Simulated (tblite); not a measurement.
C₆H₈FN₃S.
Numbering: `[CH2:1]=[CH:2][CH2:3][n:4]1[n:5][c:6]([F:7])[c:8]([S:9][CH3:10])[n:11]1` (hydrogens: H12, H13 on C1; H14 on C2; H15, H16 on C3; H17, H18, H19 on C10)

Computed with GFN2-xTB (tblite), gas phase: L-BFGS steps from a force-field or distance-geometry start until the largest atomic force falls under 0.01 eV/Å.

The end geometry, which sets the zero of energy:
```
atom  x, y, z in Å
C1      2.9157    0.7759   -1.4934
C2      2.4428   -0.1670   -0.7027
C3      1.7661    0.1010    0.6119
N4      0.4800   -0.5364    0.6595
N5      0.3376   -1.8210    0.8831
C6     -0.9628   -2.0251    0.7919
F7     -1.5153   -3.2139    0.9679
C8     -1.5996   -0.8030    0.4990
S9     -3.2894   -0.4729    0.2796
C10    -3.1800    1.3035   -0.0717
N11    -0.6378    0.1135    0.4208
H12     2.8442    1.8204   -1.2377
H13     3.4028    0.5444   -2.4246
H14     2.5133   -1.2132   -0.9654
H15     1.6062    1.1701    0.7598
H16     2.3680   -0.3098    1.4287
H17    -2.5866    1.4515   -0.9678
H18    -4.1964    1.6524   -0.2198
H19    -2.7188    1.8035    0.7734
```

Task: These geometries come from the run, each turned onto the end geometry. Order them by energy, lowest first.
A.
```
atom  x, y, z in Å
C1      2.9347    0.7773   -1.4874
C2      2.4815   -0.1843   -0.7067
C3      1.7908    0.0733    0.6029
N4      0.4894   -0.5354    0.6347
N5      0.3360   -1.8157    0.8728
C6     -0.9658   -2.0086    0.7976
F7     -1.5198   -3.1947    0.9861
C8     -1.5962   -0.7825    0.5022
S9     -3.2942   -0.4615    0.3195
C10    -3.2285    1.3086   -0.0706
N11    -0.6262    0.1245    0.4036
H12     2.8314    1.8173   -1.2241
H13     3.4345    0.5722   -2.4176
H14     2.5738   -1.2277   -0.9733
H15     1.6621    1.1437    0.7600
H16     2.3674   -0.3572    1.4286
H17    -2.6477    1.4532   -0.9748
H18    -4.2550    1.6271   -0.2190
H19    -2.7780    1.8444    0.7578
```
B.
```
atom  x, y, z in Å
C1      2.9735    0.7973   -1.5034
C2      2.5217   -0.1721   -0.7152
C3      1.8126    0.0523    0.6026
N4      0.5084   -0.5647    0.6279
N5      0.3277   -1.8419    0.8792
C6     -0.9781   -2.0163    0.8141
F7     -1.6123   -3.1643    0.9918
C8     -1.5826   -0.7686    0.5282
S9     -3.2795   -0.4642    0.3444
C10    -3.2786    1.3085   -0.0723
N11    -0.6014    0.1166    0.4228
H12     2.8480    1.8396   -1.2664
H13     3.4735    0.5650   -2.4312
H14     2.6719   -1.2045   -0.9984
H15     1.6780    1.1172    0.8113
H16     2.3904   -0.3896    1.4267
H17    -2.7214    1.4730   -0.9866
H18    -4.3115    1.6084   -0.2238
H19    -2.8503    1.8821    0.7409
```
C.
```
atom  x, y, z in Å
C1      2.9251    0.7755   -1.4865
C2      2.4629   -0.1780   -0.7018
C3      1.7764    0.0893    0.6086
N4      0.4833   -0.5340    0.6474
N5      0.3362   -1.8162    0.8797
C6     -0.9649   -2.0145    0.7960
F7     -1.5188   -3.2016    0.9741
C8     -1.5976   -0.7920    0.4995
S9     -3.2914   -0.4716    0.3015
C10    -3.2048    1.3043   -0.0703
N11    -0.6327    0.1206    0.4121
H12     2.8436    1.8186   -1.2242
H13     3.4101    0.5574   -2.4225
H14     2.5512   -1.2213   -0.9745
H15     1.6340    1.1622    0.7509
H16     2.3654   -0.3365    1.4269
H17    -2.6167    1.4477   -0.9712
H18    -4.2251    1.6435   -0.2202
H19    -2.7460    1.8206    0.7671
```
D.
```
atom  x, y, z in Å
C1      2.9591    0.7899   -1.4967
C2      2.5177   -0.1697   -0.7066
C3      1.8119    0.0493    0.6024
N4      0.5087   -0.5657    0.6322
N5      0.3259   -1.8456    0.8702
C6     -0.9814   -2.0007    0.8109
F7     -1.5806   -3.1644    0.9965
C8     -1.5869   -0.7609    0.5210
S9     -3.2886   -0.4472    0.3410
C10    -3.2760    1.3166   -0.0748
N11    -0.5961    0.1213    0.4157
H12     2.8476    1.8341   -1.2626
H13     3.4703    0.5703   -2.4181
H14     2.6579   -1.2032   -0.9836
H15     1.6713    1.1135    0.7935
H16     2.3949   -0.3985    1.4119
H17    -2.7090    1.4654   -0.9878
H18    -4.3161    1.5938   -0.2191
H19    -2.8406    1.8756    0.7465
```
E.
```
atom  x, y, z in Å
C1      2.9496    0.7828   -1.4878
C2      2.4999   -0.1813   -0.7101
C3      1.8043    0.0591    0.5976
N4      0.5019   -0.5466    0.6232
N5      0.3363   -1.8254    0.8619
C6     -0.9688   -2.0010    0.7997
F7     -1.5473   -3.1723    1.0026
C8     -1.5862   -0.7679    0.5099
S9     -3.2854   -0.4526    0.3405
C10    -3.2603    1.3129   -0.0714
N11    -0.6079    0.1282    0.4049
H12     2.8263    1.8223   -1.2328
H13     3.4635    0.5717   -2.4081
H14     2.6235   -1.2235   -0.9677
H15     1.6657    1.1241    0.7834
H16     2.3885   -0.3985    1.4016
H17    -2.6931    1.4672   -0.9827
H18    -4.2968    1.5983   -0.2179
H19    -2.8236    1.8765    0.7457
```

Result: C (0.002 eV), A (0.006 eV), E (0.012 eV), D (0.021 eV), B (0.046 eV).

In the order of the answer:

```json
{"step": "27", "E above end (eV)": "0.002", "largest force (eV/Å)": "0.07", "rms force component (eV/Å)": "0.022", "rms distance from end (Å)": "0.022", "rms bond change (Å)": "0.001", "bond most changed (Å)": "S9–C10 +0.002"}
{"step": "23", "E above end (eV)": "0.006", "largest force (eV/Å)": "0.08", "rms force component (eV/Å)": "0.021", "rms distance from end (Å)": "0.044", "rms bond change (Å)": "0.001", "bond most changed (Å)": "C8–S9 +0.002"}
{"step": "13", "E above end (eV)": "0.012", "largest force (eV/Å)": "0.06", "rms force component (eV/Å)": "0.021", "rms distance from end (Å)": "0.074", "rms bond change (Å)": "0.001", "bond most changed (Å)": "N4–N11 +0.002"}
{"step": "6", "E above end (eV)": "0.021", "largest force (eV/Å)": "0.13", "rms force component (eV/Å)": "0.040", "rms distance from end (Å)": "0.086", "rms bond change (Å)": "0.002", "bond most changed (Å)": "C3–N4 +0.005"}
{"step": "2", "E above end (eV)": "0.046", "largest force (eV/Å)": "0.61", "rms force component (eV/Å)": "0.146", "rms distance from end (Å)": "0.091", "rms bond change (Å)": "0.005", "bond most changed (Å)": "C2–C3 +0.011"}
```

The cost below is that of the whole relaxation. Time: 0.35 s wall. Hardware: one thread of an Intel Xeon Platinum 8488C, no GPU, shared host with 192 logical CPUs at a one-minute load of 18.
